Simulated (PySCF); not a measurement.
**Worked example: entropy of an ideal gas**

GeH, SMILES [GeH] (connectivity only; charge and spin as stated), charge +1, multiplicity 1.

Geometry optimised at PBE-D3(BJ)/def2-TZVPD. The multiplicity is an assumed one; other spin states were not compared.

PBE-D3(BJ)/def2-TZVPD run with PySCF gives the harmonic wavenumbers 1936 cm⁻¹ and the rotational temperature 9.4702 K. The molar mass is 73.64 g/mol, the symmetry number 1, the spin multiplicity 1.

Q: Work out the entropy at 298.15 K and 1 atm in the rigid-rotor, harmonic-oscillator model.

A: 
Translation (Sackur–Tetrode at 1 atm): S = R[1.5 ln M + 2.5 ln T − 1.16487] = 162.4 J/(mol K).
Rotation: q = T/(σ θ) = 31.5, S = R[ln q + 1] = 37.0 J/(mol K).
Vibration: with u = 1.4388 ν/T, each mode gives R[u/(e^u − 1) − ln(1 − e^−u)]:
| ν (cm⁻¹) | modes | u | S (J/(mol K)) |
|---|---|---|---|
| 1936 | 1 | 9.34 | 0.01 |
These are all the modes. Sum 0.0 J/(mol K).
Spin: R ln 1 = 0.0 J/(mol K).
Total 199.4 J/(mol K); the program's own thermochemistry gives 199.4. Translation makes up 81 % and vibration 0 %. Anharmonicity, hindered rotation and orbital degeneracy are left out.
